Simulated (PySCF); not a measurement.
C₃H₈O₂Si, SMILES [SiH2](C(=O)C)CO, singlet at its GFN2-xTB optimised geometry (Å):

```
14

C      1.4955     1.7421    -1.4959
C      1.6296     0.2480    -1.5667
O      2.0197    -0.3263    -2.5585
Si     1.0956    -0.7444     0.0000
C     -0.8201    -0.7444     0.0000
O     -1.2126     0.6211     0.0000
H      0.4815     1.9814    -1.1825
H      1.7217     2.2078    -2.4527
H      2.1735     2.1188    -0.7325
H      1.5851    -2.1188    -0.0896
H      1.5569    -0.0398     1.1984
H     -1.2280    -1.2585    -0.8788
H     -1.2119    -1.2536     0.8880
H     -2.1735     0.6793     0.0309
```

Computed with B3LYP/def2-TZVP (PySCF). Cells within 0.4 Å of a nucleus heavier than hydrogen are left out (blank, or x).

Map of the electrostatic potential (hartree/e), clipped to [-0.08, 0.12] on the plane z = 0.0 Å:

```
|22222222222222222222222222222|
|22222222222222222222222222222|
|33322222222222222222223222222|
|33333222222222222222333333222|
|33333322222222222223333333322|
|33333332222222222233444433322|
|33333333221111222334676443322|
|33334433221001223335797543332|
|33444554321000123345787543332|
|34455677653100123445665443332|
|44457999999941134555554433332|
|4456899999x994346776554433322|
|445689999xxx99689999754433322|
|4456899999xx99999999975433322|
|44456999999999999999997543322|
|44455678999999999999999543322|
|34445556999xx9999xx9999643322|
|33444455999xx9999xx9999543222|
|33344444699999999999997433222|
|33333334579999999999995332222|
|33333333456787799999994322222|
|33333333344455557999983222222|
|33333333333444444699963222222|
|33333333333333333456532222222|
|33333333333333332333322222222|
|33333333333333222222222222222|
|33333333333332222222222222222|
|22333333333222222222222222222|
|22222222222222222222222222222|
```
Scale: ten equal steps from -0.042 (start of '0') to 0.120 (end of '9'), in the order '0123456789'; x runs from -4.50 to 4.50, y from -4.50 (bottom) to 4.50 (top).
